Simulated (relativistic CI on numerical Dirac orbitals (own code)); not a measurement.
d7 in a ligand field

Computed with a parametric ligand-field model of a d^n configuration (Racah B and C, spin-orbit zeta, crystal field), exact diagonalisation.

Field parameters in Wybourne normalisation: Oh B⁴₀ = 21Dq, B⁴₄ = √(5/14) B⁴₀; Td as Oh with Dq negative (B⁴₀ = 21Dq, B⁴₄ = √(5/14) B⁴₀). The field is a parameter set, without covalency.

Question: Lowest levels for B = 690, C = 3040, ζ = 530 cm⁻¹, Oh, 10Dq = 36300 cm⁻¹?

Answer: Γ8 0 (S 0.50), Γ6 21175 (S 1.50), Γ8 21483 (S 1.50), Γ7 22020 (S 1.50), Γ8 22028 (S 1.50), Γ8 33769 (S 0.50), Γ6 34140 (S 0.50), Γ8 34632 (S 0.50), Γ7 34823 (S 0.50) cm⁻¹, with S from ⟨S²⟩ = S(S + 1). The ground level has 1.02 electrons in the cubic e pair.

Question: Lowest levels for B = 510, C = 2440, ζ = 540 cm⁻¹, Oh, 10Dq = 17050 cm⁻¹?

Answer: Γ8 0 (S 0.52), Γ6 5145 (S 1.50), Γ8 5479 (S 1.50), Γ7 6061 (S 1.50), Γ8 6109 (S 1.49), Γ8 15220 (S 0.51), Γ6 15648 (S 0.51), Γ8 15891 (S 0.52), Γ7 16122 (S 0.51) cm⁻¹, with S from ⟨S²⟩ = S(S + 1). The ground level has 1.05 electrons in the cubic e pair.

Question: Lowest levels for B = 1010, C = 4900, ζ = 380 cm⁻¹, Oh, 10Dq = 11750 cm⁻¹?

Answer: Γ6 0 (S 1.50), Γ8 257 (S 1.50), Γ8 675 (S 1.50), Γ7 716 (S 1.50), Γ6 10712 (S 1.50), Γ8 10719 (S 1.48), Γ8 10830 (S 1.48), Γ7 10963 (S 1.50), Γ8 11073 (S 0.58) cm⁻¹, with S from ⟨S²⟩ = S(S + 1). The ground level has 2.07 electrons in the cubic e pair.

Question: Lowest levels for B = 670, C = 2750, ζ = 730 cm⁻¹, Td, 10Dq = -8450 cm⁻¹?

Answer: Γ8 0 (S 1.50), Γ8 8059 (S 1.47), Γ6 8314 (S 1.49), Γ8 8651 (S 1.49), Γ7 8854 (S 1.50), Γ6 12595 (S 1.24), Γ8 12835 (S 0.98), Γ8 13059 (S 0.81), Γ6 13695 (S 0.91) cm⁻¹, with S from ⟨S²⟩ = S(S + 1). The ground level has 3.99 electrons in the cubic e pair.

Question: Lowest levels for B = 480, C = 2260, ζ = 710 cm⁻¹, Oh, 10Dq = 27250 cm⁻¹?

Answer: Γ8 0 (S 0.50), Γ6 15878 (S 1.50), Γ8 16281 (S 1.50), Γ7 17013 (S 1.50), Γ8 17031 (S 1.50), Γ8 25257 (S 0.51), Γ6 25803 (S 0.50), Γ8 26023 (S 0.51), Γ7 26265 (S 0.50) cm⁻¹, with S from ⟨S²⟩ = S(S + 1). The ground level has 1.02 electrons in the cubic e pair.
